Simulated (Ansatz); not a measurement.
Molecule: sum formula SiH$_{3}$S$_{2}$Cl$_{2}$ (charge +1, singlet). It need not be the lowest isomer of its formula. 
Coordinates optimised at B3LYP-D3(BJ)/def2-TZVP (Ansatz, an electronic-structure program):
```xyz
8

S      1.1804    -1.8174     0.1229
Si     0.2325     0.0354     0.0539
S     -2.0397    -0.2209    -0.5132
Cl    -0.0037     0.8319     1.8774
Cl     0.7795     1.2969    -1.4077
H      1.4783    -1.8081    -1.1926
H     -1.8727    -0.9968    -1.6062
H     -2.2994    -1.2662     0.3025
```
Charge +1, spin multiplicity 1.

Basis-set convergence of Hartree-Fock and CCSD(T) correlation energies (hartree) with Ansatz. Valence correlation only, unless marked. No spin-orbit coupling. No relativistic terms.

```
basis        functions        E(HF)  E(corr, CCSD(T))
-----------  ---------  -----------  ----------------
cc-pV(D+d)Z        130  -2004.64313          -0.72538
cc-pV(T+d)Z        237  -2004.72667          -0.95516
cc-pV(Q+d)Z        410  -2004.74446          -1.03313
```

Extrapolating the two largest sets (X = 3 and 4) as X^-3: E(corr) = (64·(-1.03313) - 27·(-0.95516))/37 = -1.0900 Eh, an estimate of the basis-set limit. The largest set recovers 94.8 % of it, the smallest 66.5 %.
